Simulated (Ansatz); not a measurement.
Results of the Gaussian-basis code of Ansatz.

A structure relaxed at PBE0-D4/def2-TZVP, charge 0, multiplicity 1:

```xyz
11

C     1.012    1.574   -0.469
Sb    1.114   -0.553   -0.720
N    -0.920   -0.844   -0.674
C    -0.850   -1.045    0.782
O     0.533   -1.027    1.125
H     0.966    2.052   -1.450
H     0.118    1.821    0.103
H     1.902    1.928    0.054
H    -1.205   -1.691   -1.149
H    -1.312   -1.990    1.094
H    -1.359   -0.223    1.302
```

**Question.** Give its formula and SMILES.

**Answer.** C2H6NOSb, `[CH3][Sb]1[NH]C[O]1`.

**Question.** Summarise the bond lengths by kind.

**Answer.** 1 × C–Sb 2.144 Å; 5 × C–H 1.089 to 1.098 Å; 1 × N–Sb 2.055 Å; 1 × O–Sb 1.992 Å; 1 × C–N 1.471 Å; 1 × H–N 1.013 Å; 1 × C–O 1.425 Å.
